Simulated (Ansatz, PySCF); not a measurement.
Reaction (SMILES): [Se]=C=[Se] + H+ -> [Se]=C=[SeH+]
Structures are relaxed separately at B3LYP-D3(BJ)/def2-TZVP in Ansatz (a first-principles code). Unstable Hartree-Fock reference: [Se]=C=[SeH+].

Property: proton affinity (electronic energy difference), positive where the reaction releases energy, in kJ/mol. Correlated levels leave the core frozen unless marked. No spin-orbit coupling. The frozen core is the preceding noble-gas configuration, with the filled d and f shells of earlier blocks. Non-relativistic. CBS(X,Y): correlation extrapolated as X^-3; Hartree-Fock from the larger set.

```
level                         program  proton affinity (kJ/mol)
----------------------------  -------  ------------------------
MN15/def2-TZVPD                 PySCF                     715.2
CCSD/6-31G*                    Ansatz                       [?]
CCSD/cc-pVDZ                   Ansatz                     748.3
CCSD/cc-pVTZ                   Ansatz                     738.6
CCSD(T)/CBS(cc-pVTZ,cc-pVQZ)   Ansatz                       [?]
```

Problem. Complete the blanks.

Solution. 
- CCSD/6-31G*, proton affinity (kJ/mol): 724.4
- CCSD(T)/CBS(cc-pVTZ,cc-pVQZ), proton affinity (kJ/mol): 720.4
